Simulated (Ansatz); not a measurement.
This geometry of CH2OSTe (6 atoms, charge 0, multiplicity 1) is a first-order saddle point.

These are results of RHF/def2-SVP (Ansatz), not measurements.

```xyz
6
Properties=species:S:1:pos:R:3
O 1.130 0.280 -0.290
C 0.218 -0.617 0.101
S 0.487 -2.196 0.184
Te -1.663 0.211 0.679
H 1.046 0.481 -1.214
H -1.176 1.776 0.494
```

(1) Which two structures does it join? (They come from a converged band through this point; their orientation in space is the band's.)

(2) How far does it lie above each of them?

## Answers

(1) No bond is made or broken. The dihedral H5–O1–C2–Te4 goes from 0 to 180°.

Initial state:

```xyz
6
Properties=species:S:1:pos:R:3
O 1.200 0.006 -0.461
C 0.266 -0.691 0.140
S 0.477 -2.218 0.610
Te -1.626 0.247 0.508
H 0.934 0.887 -0.680
H -1.209 1.704 -0.162
```

Final state:

```xyz
6
Properties=species:S:1:pos:R:3
O 0.882 0.417 -0.488
C 0.145 -0.482 0.108
S 0.632 -1.987 0.463
Te -1.803 0.218 0.587
H 1.741 0.047 -0.677
H -1.554 1.722 -0.040
```

(2) 0.264 eV above the first and 0.571 eV above the second. This is the barrier of this one path; another mechanism may lie lower.

Run time: 2.5 min on 1 thread of Intel(R) Xeon(R) Platinum 8488C (Sapphire Rapids) (shared host), peak memory 0.17 GiB.
